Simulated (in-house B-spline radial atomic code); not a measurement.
Checks on a self-consistent run for W¹⁷⁺, [Ne] 3s2 (3p1/2)1 (3p3/2)4 3d10 4s2 4p6 (4d3/2)4 (4d5/2)5 4f11 5s2. Level of theory: Dirac-Hartree-Fock, average of the jj configuration, Fermi nucleus of rms radius 5.3658 fm; calculated with a B-spline radial code for spherical atoms.

| orbital | q | ε (Eh) | <1/r> | <r²> | small-component weight |
| --- | --- | --- | --- | --- | --- |
| 1s1/2 | 2 | -2590.47454 | 87.047 | 0.000462856 | 0.077891 |
| 2s1/2 | 2 | -466.95218 | 21.2177 | 0.00704058 | 0.017701 |
| 2p1/2 | 2 | -446.32524 | 21.1158 | 0.00505696 | 0.01769 |
| 2p3/2 | 4 | -396.64998 | 17.7767 | 0.00623561 | 0.016011 |
| 3s1/2 | 2 | -122.19238 | 7.83087 | 0.0455431 | 0.0058885 |
| 3p1/2 | 1 | -113.64480 | 7.71942 | 0.0422424 | 0.0057982 |
| 3p3/2 | 4 | -102.34223 | 6.87282 | 0.0482112 | 0.0053438 |
| 3d3/2 | 4 | -87.22098 | 6.75306 | 0.0373333 | 0.0052064 |
| 3d5/2 | 6 | -85.11381 | 6.53944 | 0.0392002 | 0.0050585 |
| 4s1/2 | 2 | -38.14173 | 3.33597 | 0.218059 | 0.0019928 |
| 4p1/2 | 2 | -34.24167 | 3.24886 | 0.224031 | 0.0019335 |
| 4p3/2 | 4 | -31.49963 | 2.94677 | 0.252888 | 0.0017427 |
| 4d3/2 | 4 | -25.22660 | 2.76746 | 0.263763 | 0.0015775 |
| 4d5/2 | 5 | -24.69777 | 2.70396 | 0.273671 | 0.001539 |
| 4f5/2 | 4.7143 | -16.70352 | 2.40814 | 0.289783 | 0.0012489 |
| 4f7/2 | 6.2857 | -16.55584 | 2.38771 | 0.294442 | 0.0012362 |
| 5s1/2 | 2 | -15.43746 | 1.52473 | 0.908506 | 0.00064637 |

Electron-electron repulsion V_ee = 5018.1330 hartree.

Task: What total energy follows from the eigenvalues?

Result: The eigenvalues count the repulsion twice, so E = Σqε - V_ee = -10929.915 - 5018.133 = -15948.048 hartree; the run printed -15948.048.

Task: Does the Dirac virial theorem hold?

Result: For a point nucleus E = -2c²Σq·w, with w the small-component weight. Here Σq·w = 0.42451 and c = 137.0360, so the ratio E/(-2c²Σq·w) is 1.000266; the finite nucleus accounts for the departure from 1.

Task: What diamagnetic shielding (Lamb formula) and susceptibility (Langevin formula) do the radii give?

Result: σ = (α²/3)Σq<1/r> = 525.946/(3·137.036²) = 9335.8 ppm, and χ = -0.79199×10⁻⁶·Σq<r²> = -8.01×10⁻⁶ cm³/mol with Σq<r²> = 10.114 bohr². Both are non-relativistic formulas without the paramagnetism of open shells; for so heavy an element the full relativistic shielding is larger by tens of per cent.
